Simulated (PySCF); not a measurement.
# PySCF run on BCl3

Input:

```python
from pyscf import gto, dft
from scipy.optimize import minimize

mol = gto.M(
    atom='B 0 0 0; Cl 1.7374 0 0; Cl -0.8687 1.5047 0; Cl -0.8687 -1.5047 0',
    basis='3-21g',
    charge=0,
    spin=0,
    verbose=4,
)
mf = dft.RKS(mol, xc='b3lyp5')
mf.kernel()
g = mf.nuc_grad_method()
g.grid_response = True
scan = g.as_scanner()
def energy_and_gradient(x):
    e, de = scan(mol.set_geom_(x.reshape(-1, 3), unit='bohr', inplace=False))
    print('step: E =', e, ' geometry (angstrom) =', (x*0.529177210903).round(5).tolist())
    return e, de.ravel()
res = minimize(energy_and_gradient, mol.atom_coords().ravel(), jac=True, method='BFGS', options={'gtol': 3e-4, 'maxiter': 30})
print(res.message)
mol_eq = mol.set_geom_(res.x.reshape(-1, 3), unit='bohr', inplace=False)
print('optimised geometry (angstrom)')
print(mol_eq.tostring('raw'))
print('orbital energies (hartree):', mf.mo_energy[..., max(0, mol.nelec[1]-3):mol.nelec[0]+3].round(4))
```

```bash
$ OMP_NUM_THREADS=1 python input.py
```

Output (some set-up lines and the per-cycle HOMO/LUMO lines with their warnings removed):

```
PySCF version 2.14.0

[INPUT] verbose = 4
[INPUT] num. atoms = 4
[INPUT] num. electrons = 56
[INPUT] charge = 0
[INPUT] spin (= nelec alpha-beta = 2S) = 0
[INPUT] symmetry False subgroup None
[INPUT] Mole.unit = angstrom
[INPUT] Symbol           X                Y                Z      unit          X                Y                Z       unit  Magmom
[INPUT]  1 B      0.000000000000   0.000000000000   0.000000000000 AA    0.000000000000   0.000000000000   0.000000000000 Bohr   0.0
[INPUT]  2 Cl     1.737400000000   0.000000000000   0.000000000000 AA    3.283210168819   0.000000000000   0.000000000000 Bohr   0.0
[INPUT]  3 Cl    -0.868700000000   1.504700000000   0.000000000000 AA   -1.641605084410   2.843470899633   0.000000000000 Bohr   0.0
[INPUT]  4 Cl    -0.868700000000  -1.504700000000   0.000000000000 AA   -1.641605084410  -2.843470899633   0.000000000000 Bohr   0.0

nuclear repulsion = 230.124087818448
number of shells = 26
number of NR pGTOs = 96
number of NR cGTOs = 48
basis = 3-21g
ecp = {}

******** <class 'pyscf.dft.rks.RKS'> ********
method = RKS
initial guess = minao
damping factor = 0
level_shift factor = 0
DIIS = <class 'pyscf.scf.diis.CDIIS'>
diis_start_cycle = 1
diis_space = 8
diis_damp = 0
SCF conv_tol = 1e-09
SCF conv_tol_grad = None
SCF max_cycles = 50
direct_scf = True
direct_scf_tol = 1e-13
XC library pyscf.dft.libxc version 7.0.0
    S. Lehtola, C. Steigemann, M. J.T. Oliveira, and M. A.L. Marques.,  SoftwareX 7, 1–5 (2018)
XC functionals = b3lyp5
    P. A. M. Dirac.,  Math. Proc. Cambridge Philos. Soc. 26, 376 (1930)
    F. Bloch.,  Z. Phys. 57, 545 (1929)
    A. D. Becke.,  Phys. Rev. A 38, 3098 (1988)
    C. Lee, W. Yang, and R. G. Parr.,  Phys. Rev. B 37, 785 (1988)
    B. Miehlich, A. Savin, H. Stoll, and H. Preuss.,  Chem. Phys. Lett. 157, 200 (1989)
    S. H. Vosko, L. Wilk, and M. Nusair.,  Can. J. Phys. 58, 1200 (1980)
radial grids:
    Treutler-Ahlrichs [JCP 102, 346 (1995); DOI:10.1063/1.469408] (M4) radial grids

becke partition: Becke, JCP 88, 2547 (1988); DOI:10.1063/1.454033
pruning grids: <function nwchem_prune>
grids dens level: 3
symmetrized grids: False
atomic radii adjust function: <function treutler_atomic_radii_adjust>
small_rho_cutoff = 0
Set gradient conv threshold to 3.16228e-05
Initial guess from minao.
tot grids = 70688
init E= -1398.22817832761
cycle= 1 E= -1398.52941605247  delta_E= -0.301  |g|= 0.404  |ddm|= 2.38
cycle= 2 E= -1398.46266375016  delta_E= 0.0668  |g|= 0.653  |ddm|= 1.63
cycle= 3 E= -1398.5872020294  delta_E= -0.125  |g|= 0.0175  |ddm|= 0.908
cycle= 4 E= -1398.58728136528  delta_E= -7.93e-05  |g|= 0.0047  |ddm|= 0.0338
cycle= 5 E= -1398.58728844845  delta_E= -7.08e-06  |g|= 0.000225  |ddm|= 0.00901
cycle= 6 E= -1398.58728847023  delta_E= -2.18e-08  |g|= 1.05e-05  |ddm|= 0.000692
cycle= 7 E= -1398.5872884703  delta_E= -6.37e-11  |g|= 3.44e-06  |ddm|= 4.06e-05
Extra cycle  E= -1398.58728847029  delta_E= 4.09e-12  |g|= 4.21e-06  |ddm|= 1.26e-05
converged SCF energy = -1398.58728847029
Create scanner for <class 'pyscf.grad.rks.Gradients'>
Create scanner for <class 'pyscf.dft.rks.RKS'>

WARN: Mole.unit (angstrom) is changed to bohr

New geometry
   1 B      0.000000000000   0.000000000000   0.000000000000 AA    0.000000000000   0.000000000000   0.000000000000 Bohr
   2 Cl     1.737400000000   0.000000000000   0.000000000000 AA    3.283210168819   0.000000000000   0.000000000000 Bohr
   3 Cl    -0.868700000000   1.504700000000   0.000000000000 AA   -1.641605084410   2.843470899633   0.000000000000 Bohr
   4 Cl    -0.868700000000  -1.504700000000   0.000000000000 AA   -1.641605084410  -2.843470899633   0.000000000000 Bohr

******** <class 'pyscf.scf.hf.RKS_Scanner'> ********
method = RKS_Scanner
initial guess = minao
damping factor = 0
level_shift factor = 0
DIIS = <class 'pyscf.scf.diis.CDIIS'>
diis_start_cycle = 1
diis_space = 8
diis_damp = 0
SCF conv_tol = 1e-09
SCF conv_tol_grad = None
SCF max_cycles = 50
direct_scf = True
direct_scf_tol = 1e-13
XC library pyscf.dft.libxc version 7.0.0
    S. Lehtola, C. Steigemann, M. J.T. Oliveira, and M. A.L. Marques.,  SoftwareX 7, 1–5 (2018)
XC functionals = b3lyp5
    P. A. M. Dirac.,  Math. Proc. Cambridge Philos. Soc. 26, 376 (1930)
    F. Bloch.,  Z. Phys. 57, 545 (1929)
    A. D. Becke.,  Phys. Rev. A 38, 3098 (1988)
    C. Lee, W. Yang, and R. G. Parr.,  Phys. Rev. B 37, 785 (1988)
    B. Miehlich, A. Savin, H. Stoll, and H. Preuss.,  Chem. Phys. Lett. 157, 200 (1989)
    S. H. Vosko, L. Wilk, and M. Nusair.,  Can. J. Phys. 58, 1200 (1980)
radial grids:
    Treutler-Ahlrichs [JCP 102, 346 (1995); DOI:10.1063/1.469408] (M4) radial grids

becke partition: Becke, JCP 88, 2547 (1988); DOI:10.1063/1.454033
pruning grids: <function nwchem_prune>
grids dens level: 3
symmetrized grids: False
atomic radii adjust function: <function treutler_atomic_radii_adjust>
small_rho_cutoff = 0
Set gradient conv threshold to 3.16228e-05
tot grids = 70688
init E= -1398.58728847029
cycle= 1 E= -1398.58728847029  delta_E= 4.55e-12  |g|= 5.25e-06  |ddm|= 1.5e-05
Extra cycle  E= -1398.58728847028  delta_E= 4.09e-12  |g|= 6.55e-06  |ddm|= 1.86e-05
converged SCF energy = -1398.58728847028

******** <class 'pyscf.grad.rhf.Gradients_Scanner'> for <class 'pyscf.scf.hf.RKS_Scanner'> ********
unit = Eh/Bohr
grid_response = True
--------------- RKS_Scanner gradients ---------------
         x                y                z
0 B     0.0000430130     0.0000000000     0.0000000000
1 Cl    -0.0204771717    -0.0000000000     0.0000000000
2 Cl     0.0102170794    -0.0177142731    -0.0000000000
3 Cl     0.0102170794     0.0177142731    -0.0000000000
----------------------------------------------
step: E = -1398.5872884702844  geometry (angstrom) = [0.0, 0.0, 0.0, 1.7374, 0.0, 0.0, -0.8687, 1.5047, 0.0, -0.8687, -1.5047, 0.0]

WARN: Mole.unit (angstrom) is changed to bohr

New geometry
   1 B     -0.000022761497  -0.000000000000  -0.000000000000 AA   -0.000043012995  -0.000000000000  -0.000000000000 Bohr
   2 Cl     1.748236052617   0.000000000000  -0.000000000000 AA    3.303687340537   0.000000000000  -0.000000000000 Bohr
   3 Cl    -0.874106645560   1.514073989639   0.000000000000 AA   -1.651822163771   2.861185172745   0.000000000000 Bohr
   4 Cl    -0.874106645560  -1.514073989639   0.000000000000 AA   -1.651822163771  -2.861185172745   0.000000000000 Bohr

******** <class 'pyscf.scf.hf.RKS_Scanner'> ********
method = RKS_Scanner
initial guess = minao
damping factor = 0
level_shift factor = 0
DIIS = <class 'pyscf.scf.diis.CDIIS'>
diis_start_cycle = 1
diis_space = 8
diis_damp = 0
SCF conv_tol = 1e-09
SCF conv_tol_grad = None
SCF max_cycles = 50
direct_scf = True
direct_scf_tol = 1e-13
XC library pyscf.dft.libxc version 7.0.0
    S. Lehtola, C. Steigemann, M. J.T. Oliveira, and M. A.L. Marques.,  SoftwareX 7, 1–5 (2018)
XC functionals = b3lyp5
    P. A. M. Dirac.,  Math. Proc. Cambridge Philos. Soc. 26, 376 (1930)
    F. Bloch.,  Z. Phys. 57, 545 (1929)
    A. D. Becke.,  Phys. Rev. A 38, 3098 (1988)
    C. Lee, W. Yang, and R. G. Parr.,  Phys. Rev. B 37, 785 (1988)
    B. Miehlich, A. Savin, H. Stoll, and H. Preuss.,  Chem. Phys. Lett. 157, 200 (1989)
    S. H. Vosko, L. Wilk, and M. Nusair.,  Can. J. Phys. 58, 1200 (1980)
radial grids:
    Treutler-Ahlrichs [JCP 102, 346 (1995); DOI:10.1063/1.469408] (M4) radial grids

becke partition: Becke, JCP 88, 2547 (1988); DOI:10.1063/1.454033
pruning grids: <function nwchem_prune>
grids dens level: 3
symmetrized grids: False
atomic radii adjust function: <function treutler_atomic_radii_adjust>
small_rho_cutoff = 0
Set gradient conv threshold to 3.16228e-05
tot grids = 70688
init E= -1398.57063955007
cycle= 1 E= -1398.58834980913  delta_E= -0.0177  |g|= 0.0019  |ddm|= 0.0401
cycle= 2 E= -1398.58835090638  delta_E= -1.1e-06  |g|= 0.00124  |ddm|= 0.0127
cycle= 3 E= -1398.58835130932  delta_E= -4.03e-07  |g|= 0.000662  |ddm|= 0.00328
cycle= 4 E= -1398.58835144577  delta_E= -1.36e-07  |g|= 6.64e-05  |ddm|= 0.000872
cycle= 5 E= -1398.58835144687  delta_E= -1.1e-09  |g|= 5.16e-06  |ddm|= 9.45e-05
cycle= 6 E= -1398.58835144688  delta_E= -8.87e-12  |g|= 1.15e-06  |ddm|= 1e-05
Extra cycle  E= -1398.58835144688  delta_E=    0  |g|= 1.41e-06  |ddm|= 4.07e-06
converged SCF energy = -1398.58835144688

******** <class 'pyscf.grad.rhf.Gradients_Scanner'> for <class 'pyscf.scf.hf.RKS_Scanner'> ********
unit = Eh/Bohr
grid_response = True
--------------- RKS_Scanner gradients ---------------
         x                y                z
0 B     0.0000238876    -0.0000000000     0.0000000000
1 Cl    -0.0142432616     0.0000000000    -0.0000000000
2 Cl     0.0071096870    -0.0123330812     0.0000000000
3 Cl     0.0071096870     0.0123330812    -0.0000000000
----------------------------------------------
step: E = -1398.588351446882  geometry (angstrom) = [-2e-05, -0.0, -0.0, 1.74824, 0.0, -0.0, -0.87411, 1.51407, 0.0, -0.87411, -1.51407, 0.0]

WARN: Mole.unit (angstrom) is changed to bohr

New geometry
   1 B     -0.000064335315   0.000000000000  -0.000000000000 AA   -0.000121576126   0.000000000000  -0.000000000000 Bohr
   2 Cl     1.773024956429   0.000000000000  -0.000000000000 AA    3.350531579670   0.000000000000  -0.000000000000 Bohr
   3 Cl    -0.886480310557   1.535538424626  -0.000000000000 AA   -1.675205001772   2.901747076290  -0.000000000000 Bohr
   4 Cl    -0.886480310557  -1.535538424626   0.000000000000 AA   -1.675205001772  -2.901747076290   0.000000000000 Bohr

******** <class 'pyscf.scf.hf.RKS_Scanner'> ********
method = RKS_Scanner
initial guess = minao
damping factor = 0
level_shift factor = 0
DIIS = <class 'pyscf.scf.diis.CDIIS'>
diis_start_cycle = 1
diis_space = 8
diis_damp = 0
SCF conv_tol = 1e-09
SCF conv_tol_grad = None
SCF max_cycles = 50
direct_scf = True
direct_scf_tol = 1e-13
XC library pyscf.dft.libxc version 7.0.0
    S. Lehtola, C. Steigemann, M. J.T. Oliveira, and M. A.L. Marques.,  SoftwareX 7, 1–5 (2018)
XC functionals = b3lyp5
    P. A. M. Dirac.,  Math. Proc. Cambridge Philos. Soc. 26, 376 (1930)
    F. Bloch.,  Z. Phys. 57, 545 (1929)
    A. D. Becke.,  Phys. Rev. A 38, 3098 (1988)
    C. Lee, W. Yang, and R. G. Parr.,  Phys. Rev. B 37, 785 (1988)
    B. Miehlich, A. Savin, H. Stoll, and H. Preuss.,  Chem. Phys. Lett. 157, 200 (1989)
    S. H. Vosko, L. Wilk, and M. Nusair.,  Can. J. Phys. 58, 1200 (1980)
radial grids:
    Treutler-Ahlrichs [JCP 102, 346 (1995); DOI:10.1063/1.469408] (M4) radial grids

becke partition: Becke, JCP 88, 2547 (1988); DOI:10.1063/1.454033
pruning grids: <function nwchem_prune>
grids dens level: 3
symmetrized grids: False
atomic radii adjust function: <function treutler_atomic_radii_adjust>
small_rho_cutoff = 0
Set gradient conv threshold to 3.16228e-05
tot grids = 70688
init E= -1398.54962814468
cycle= 1 E= -1398.58941080303  delta_E= -0.0398  |g|= 0.00471  |ddm|= 0.0884
cycle= 2 E= -1398.58941589319  delta_E= -5.09e-06  |g|= 0.00382  |ddm|= 0.0304
cycle= 3 E= -1398.58942034818  delta_E= -4.45e-06  |g|= 0.00148  |ddm|= 0.00854
cycle= 4 E= -1398.58942100965  delta_E= -6.61e-07  |g|= 0.000195  |ddm|= 0.00184
cycle= 5 E= -1398.58942101921  delta_E= -9.56e-09  |g|= 1.13e-05  |ddm|= 0.000274
cycle= 6 E= -1398.58942101927  delta_E= -5.53e-11  |g|= 3.14e-06  |ddm|= 2.33e-05
Extra cycle  E= -1398.58942101926  delta_E= 2.5e-12  |g|= 3.93e-06  |ddm|= 1.11e-05
converged SCF energy = -1398.58942101926

******** <class 'pyscf.grad.rhf.Gradients_Scanner'> for <class 'pyscf.scf.hf.RKS_Scanner'> ********
unit = Eh/Bohr
grid_response = True
--------------- RKS_Scanner gradients ---------------
         x                y                z
0 B    -0.0000013254     0.0000000000     0.0000000000
1 Cl    -0.0012628780    -0.0000000000    -0.0000000000
2 Cl     0.0006321017    -0.0011141143     0.0000000000
3 Cl     0.0006321017     0.0011141143    -0.0000000000
----------------------------------------------
step: E = -1398.589421019263  geometry (angstrom) = [-6e-05, 0.0, -0.0, 1.77302, 0.0, -0.0, -0.88648, 1.53554, -0.0, -0.88648, -1.53554, 0.0]

WARN: Mole.unit (angstrom) is changed to bohr

New geometry
   1 B     -0.000066410452   0.000000000000  -0.000000000000 AA   -0.000125497565   0.000000000000  -0.000000000000 Bohr
   2 Cl     1.775455619062   0.000000000000   0.000000000000 AA    3.355124866348   0.000000000000   0.000000000000 Bohr
   3 Cl    -0.887694604305   1.537655082734  -0.000000000000 AA   -1.677499684391   2.905746980412  -0.000000000000 Bohr
   4 Cl    -0.887694604305  -1.537655082734   0.000000000000 AA   -1.677499684391  -2.905746980412   0.000000000000 Bohr

******** <class 'pyscf.scf.hf.RKS_Scanner'> ********
method = RKS_Scanner
initial guess = minao
damping factor = 0
level_shift factor = 0
DIIS = <class 'pyscf.scf.diis.CDIIS'>
diis_start_cycle = 1
diis_space = 8
diis_damp = 0
SCF conv_tol = 1e-09
SCF conv_tol_grad = None
SCF max_cycles = 50
direct_scf = True
direct_scf_tol = 1e-13
XC library pyscf.dft.libxc version 7.0.0
    S. Lehtola, C. Steigemann, M. J.T. Oliveira, and M. A.L. Marques.,  SoftwareX 7, 1–5 (2018)
XC functionals = b3lyp5
    P. A. M. Dirac.,  Math. Proc. Cambridge Philos. Soc. 26, 376 (1930)
    F. Bloch.,  Z. Phys. 57, 545 (1929)
    A. D. Becke.,  Phys. Rev. A 38, 3098 (1988)
    C. Lee, W. Yang, and R. G. Parr.,  Phys. Rev. B 37, 785 (1988)
    B. Miehlich, A. Savin, H. Stoll, and H. Preuss.,  Chem. Phys. Lett. 157, 200 (1989)
    S. H. Vosko, L. Wilk, and M. Nusair.,  Can. J. Phys. 58, 1200 (1980)
radial grids:
    Treutler-Ahlrichs [JCP 102, 346 (1995); DOI:10.1063/1.469408] (M4) radial grids

becke partition: Becke, JCP 88, 2547 (1988); DOI:10.1063/1.454033
pruning grids: <function nwchem_prune>
grids dens level: 3
symmetrized grids: False
atomic radii adjust function: <function treutler_atomic_radii_adjust>
small_rho_cutoff = 0
Set gradient conv threshold to 3.16228e-05
tot grids = 70688
init E= -1398.58556630015
cycle= 1 E= -1398.58943032141  delta_E= -0.00386  |g|= 0.000497  |ddm|= 0.0084
cycle= 2 E= -1398.5894303622  delta_E= -4.08e-08  |g|= 0.000457  |ddm|= 0.00317
cycle= 3 E= -1398.58943042968  delta_E= -6.75e-08  |g|= 0.000135  |ddm|= 0.000931
cycle= 4 E= -1398.58943043503  delta_E= -5.34e-09  |g|= 2.14e-05  |ddm|= 0.000167
cycle= 5 E= -1398.58943043514  delta_E= -1.15e-10  |g|= 1.08e-06  |ddm|= 3.01e-05
Extra cycle  E= -1398.58943043515  delta_E= -6.82e-13  |g|= 1.02e-06  |ddm|= 2.92e-06
converged SCF energy = -1398.58943043515

******** <class 'pyscf.grad.rhf.Gradients_Scanner'> for <class 'pyscf.scf.hf.RKS_Scanner'> ********
unit = Eh/Bohr
grid_response = True
--------------- RKS_Scanner gradients ---------------
         x                y                z
0 B     0.0000013999     0.0000000000    -0.0000000000
1 Cl    -0.0000812127    -0.0000000000     0.0000000000
2 Cl     0.0000399064    -0.0000871742     0.0000000000
3 Cl     0.0000399064     0.0000871742     0.0000000000
----------------------------------------------
step: E = -1398.5894304351452  geometry (angstrom) = [-7e-05, 0.0, -0.0, 1.77546, 0.0, 0.0, -0.88769, 1.53766, -0.0, -0.88769, -1.53766, 0.0]
Optimization terminated successfully.

WARN: Mole.unit (angstrom) is changed to bohr

New geometry
   1 B     -0.000066410452   0.000000000000  -0.000000000000 AA   -0.000125497565   0.000000000000  -0.000000000000 Bohr
   2 Cl     1.775455619062   0.000000000000   0.000000000000 AA    3.355124866348   0.000000000000   0.000000000000 Bohr
   3 Cl    -0.887694604305   1.537655082734  -0.000000000000 AA   -1.677499684391   2.905746980412  -0.000000000000 Bohr
   4 Cl    -0.887694604305  -1.537655082734   0.000000000000 AA   -1.677499684391  -2.905746980412   0.000000000000 Bohr
optimised geometry (angstrom)
B          -0.00006641        0.00000000       -0.00000000
Cl          1.77545562        0.00000000        0.00000000
Cl         -0.88769460        1.53765508       -0.00000000
Cl         -0.88769460       -1.53765508        0.00000000
orbital energies (hartree): [-0.3561 -0.3561 -0.3294 -0.0735  0.0368  0.1268]
```

In short: E(SCF) = -1398.587288 Eh, 7 cycles.

Hardware: Arm Neoverse N1, 1 thread, shared host. Wall time 20 s, peak memory 0.32 GiB.

The last line lists the levels of the start geometry. The basis is very small, so the numbers show the basis as much as the system.
